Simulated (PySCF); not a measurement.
PySCF input for ZnH2, SMILES [ZnH2], C-PCM-M06-2X/def2-TZVPD. Geometry: PBE-D3(BJ)/def2-TZVPD. The isomer is the one that the SMILES or the coordinates give; other isomers of the formula were not compared.

```python
import numpy as np
from pyscf import gto, scf, dft
from pyscf.solvent import pcm

mol = gto.M(
    atom='''
    Zn    0.00000000    0.00000000    0.00000000
    H     0.00000000    0.00000000   -1.54584727
    H     0.00000000    0.00000000    1.54584727
    ''',
    basis='def2-TZVPD',
    charge=0,
    spin=0,
    max_memory=1600,
    verbose=3,
)
mf = dft.RKS(mol, xc='m06-2x').density_fit(auxbasis='def2-universal-jkfit')
mf.grids.level = 4
mf.conv_tol = 1e-9
mf.max_cycle = 100
mf.kernel()
res = {}
for name, eps in {'water': 78.355, 'tetrahydrofuran': 7.4257, 'n-hexane': 1.8819}.items():
    s = mf.PCM()
    s.with_solvent.method, s.with_solvent.eps, s.with_solvent.lebedev_order = 'C-PCM', eps, 29
    s.kernel(mf.make_rdm1())
    res[name] = (s.e_tot, eps, s.dip_moment(), s.mo_energy, s.converged)
    print(f'{name}: electrostatic solvation free energy {(s.e_tot - mf.e_tot) * 627.509474:.3f} kcal/mol')
```

It prints:

```
converged SCF energy = -1780.52591936237

WARN: PCM is an experimental feature. It is still in testing.
Features and APIs may be changed in the future.

converged SCF energy = -1780.54567537312
Dipole moment(X, Y, Z, Debye): -0.00000, -0.00000, -0.00000
water: electrostatic solvation free energy -12.397 kcal/mol

WARN: PCM is an experimental feature. It is still in testing.
Features and APIs may be changed in the future.

converged SCF energy = -1780.54270185662
Dipole moment(X, Y, Z, Debye):  0.00000, -0.00000,  0.00000
tetrahydrofuran: electrostatic solvation free energy -10.531 kcal/mol

WARN: PCM is an experimental feature. It is still in testing.
Features and APIs may be changed in the future.

converged SCF energy = -1780.53420086519
Dipole moment(X, Y, Z, Debye):  0.00000,  0.00000, -0.00000
n-hexane: electrostatic solvation free energy -5.197 kcal/mol
```

The calculation finished and met its thresholds.
